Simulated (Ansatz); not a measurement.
`F[SiH](F)[Si](F)(F)F` + H₂ → `F[SiH](F)F` + `F[SiH2]F`  (hydrogenolysis of the Si–Si bond)

Calculated with Ansatz (gas phase, PBE0-D4/def2-TZVP geometries, no zero-point term in ΔE). CBS: MP2 limit from def2 TZ/QZ plus the TZ coupled-cluster correction, frozen cores. This one scheme is used for every species. DFT in def2-TZVPP. Each species was taken in one conformer, which may not be the lowest.

(1) Is it downhill or uphill in electronic energy at CCSD(T)/CBS, and by how much? (Best estimate.)

(2) What do these levels give: PBE0-D4, PBE-QIDH, BLYP, RPA@PBE/def2-TZVPP, HF/def2-QZVPP, MP2/CBS(def2)? (Estimate.)

Largest T1 diagnostic among the species: 0.013.

## Answers

(1) Ansatz gave: Downhill: ΔE = -54.9 kJ/mol.

(2) The calculation gave: PBE0-D4 -41.8, PBE-QIDH -56.5, BLYP -50.8, RPA@PBE/def2-TZVPP -60.2, HF/def2-QZVPP -83.6, MP2/CBS(def2) -57.5 kJ/mol.

In def2-TZVPP, CCSD(T) changes the Hartree–Fock value by +24.5 kJ/mol (the triples alone add +4.8 kJ/mol) and MP2 by +22.0 kJ/mol. At CCSD(T), def2-SVP lies −16.0 kJ/mol from the extrapolated value and def2-TZVPP −3.6 kJ/mol.
